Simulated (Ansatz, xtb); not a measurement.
Noncovalent pair: AsH3 (SMILES [AsH3]) (first 4 atoms) with HI (SMILES I); geometry from B3LYP-D3(BJ)/def2-TZVP, rigid monomers moved along the line of their centres of mass till As1···H6 is 2.43 Å.
(charge 0, multiplicity 1):
```xyz
6

As     0.03279     0.58395     0.37226
H     -0.77308     1.77910    -0.11563
H     -0.22603    -0.21642    -0.89589
H      1.34540     1.14822    -0.15169
I     -0.36513    -0.96670     4.10150
H     -0.20636    -0.34692     2.60554
```

Counterpoise-corrected where a basis set is named; no monomer relaxation.

Cores are frozen in the correlated methods. Filled d and f shells under p-block atoms count as core.

The values were computed with Ansatz (a first-principles code) with Gaussian orbitals; xtb for the GFN methods.  In def2 rows elements past Kr take small-core potentials, without spin–orbit coupling.

Q: One of these levels gives -1.11 kcal/mol for the interaction energy. Name it.
A. GFN-FF
B. wB97X-V/def2-TZVPPD
C. CCSD/def2-SVPD
D. HF/def2-SVPD

A: A, GFN-FF. The others give 2.85 (HF/def2-SVPD), -0.77 (wB97X-V/def2-TZVPPD), 1.01 (CCSD/def2-SVPD)
